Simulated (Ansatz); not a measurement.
Basis-set extrapolation for `FB(F)C(F)(F)F` (PBE0-D4/def2-TZVP geometry, frozen core, Ansatz 0.2.0). Multiplicity 1, RHF reference.

```csv
,def2-TZVPP,def2-QZVPP
HF,-560.128160,-560.152574
MP2 correlation,-1.478883,-1.616587
CCSD(T) correlation,-1.530617,not run
```

Energies in hartree. Use E(X) = E(∞) + A·exp(−7.88·√X) for Hartree–Fock and E(X) = E(∞) + B·X^(−2.97) for correlation, with X = 3 and 4, and add CCSD(T) minus MP2 of the smaller set to the MP2 limit.

What is the CCSD(T) energy at the basis-set limit?

HF limit: -560.152574 + (-0.024414) × 0.13774 = -560.15594. MP2 limit: -1.616587 + (-0.137704) × 0.74074 = -1.71859. Higher-order term: -1.530617 − (-1.478883) = -0.05173. Total: -561.92626 hartree, 7.28 eV below CCSD(T)/def2-TZVPP.
